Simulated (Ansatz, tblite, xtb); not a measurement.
Bond stretch in Mg2, singlet.

Levels of theory: UMP2 = Ansatz (a program for electronic structure) with MP2 on UHF/cc-pVQZ, frozen core; UCCSD(T) = CCSD(T) on UHF/cc-pVQZ, frozen core (Ansatz); GFN2-xTB, 300 K electronic temperature (tblite); GFN1-xTB (xtb).

Energies are in kJ/mol, each relative to the lowest point of its own curve near equilibrium.

```json
[
 {"R / Å": "2.70", "UMP2": "76.7", "UCCSD(T)": "49.1", "GFN2-xTB": "17.1", "GFN1-xTB": "3.6"},
 {"R / Å": "2.89", "UMP2": "52.6", "UCCSD(T)": "26.5", "GFN2-xTB": "3.6", "GFN1-xTB": "0.0"},
 {"R / Å": "3.09", "UMP2": "36.2", "UCCSD(T)": "13.0", "GFN2-xTB": "0.0", "GFN1-xTB": "2.9"},
 {"R / Å": "3.28", "UMP2": "24.9", "UCCSD(T)": "6.1", "GFN2-xTB": "2.9", "GFN1-xTB": "8.7"},
 {"R / Å": "3.40", "UMP2": "18.7", "UCCSD(T)": "3.5", "GFN2-xTB": "6.1", "GFN1-xTB": "13.1"},
 {"R / Å": "3.49", "UMP2": "14.4", "UCCSD(T)": "2.2", "GFN2-xTB": "9.3", "GFN1-xTB": "16.7"},
 {"R / Å": "3.60", "UMP2": "9.3", "UCCSD(T)": "1.1", "GFN2-xTB": "14.5", "GFN1-xTB": "21.2"},
 {"R / Å": "3.71", "UMP2": "4.5", "UCCSD(T)": "0.5", "GFN2-xTB": "20.3", "GFN1-xTB": "25.8"},
 {"R / Å": "3.83", "UMP2": "0.3", "UCCSD(T)": "0.1", "GFN2-xTB": "27.1", "GFN1-xTB": "30.7"},
 {"R / Å": "3.98", "UMP2": "0.0", "UCCSD(T)": "0.0", "GFN2-xTB": "36.0", "GFN1-xTB": "36.4"},
 {"R / Å": "4.19", "UMP2": "0.0", "UCCSD(T)": "0.2", "GFN2-xTB": "48.5", "GFN1-xTB": "43.6"},
 {"R / Å": "4.53", "UMP2": "0.6", "UCCSD(T)": "0.8", "GFN2-xTB": "67.1", "GFN1-xTB": "52.7"},
 {"R / Å": "4.85", "UMP2": "1.2", "UCCSD(T)": "1.5", "GFN2-xTB": "81.2", "GFN1-xTB": "58.6"},
 {"R / Å": "5.37", "UMP2": "2.2", "UCCSD(T)": "2.4", "GFN2-xTB": "97.4", "GFN1-xTB": "64.3"},
 {"R / Å": "5.84", "UMP2": "2.9", "UCCSD(T)": "3.0", "GFN2-xTB": "106.1", "GFN1-xTB": "66.7"},
 {"R / Å": "6.38", "UMP2": "3.3", "UCCSD(T)": "3.5", "GFN2-xTB": "111.4", "GFN1-xTB": "68.1"},
 {"R / Å": "7.19", "UMP2": "3.7", "UCCSD(T)": "3.9", "GFN2-xTB": "114.5", "GFN1-xTB": "68.9"},
 {"R / Å": "7.96", "UMP2": "3.9", "UCCSD(T)": "4.0", "GFN2-xTB": "115.5", "GFN1-xTB": "69.2"},
 {"R / Å": "8.83", "UMP2": "4.0", "UCCSD(T)": "4.1", "GFN2-xTB": "115.8", "GFN1-xTB": "69.4"},
 {"R / Å": "9.80", "UMP2": "4.0", "UCCSD(T)": "4.1", "GFN2-xTB": "115.9", "GFN1-xTB": "69.5"},
 {"R / Å": "10.90", "UMP2": "4.1", "UCCSD(T)": "4.2", "GFN2-xTB": "115.9", "GFN1-xTB": "69.5"}
]
```

At the longest distance, 10.90 Å, GFN2-xTB lies highest above its minimum (115.9 kJ/mol) and UMP2 lowest (4.1 kJ/mol).

The unrestricted determinant behind UMP2, UCCSD(T) is spin-contaminated at 2.70 to 3.71 Å (<S²> up to 0.6, against 0.00 for a pure singlet).
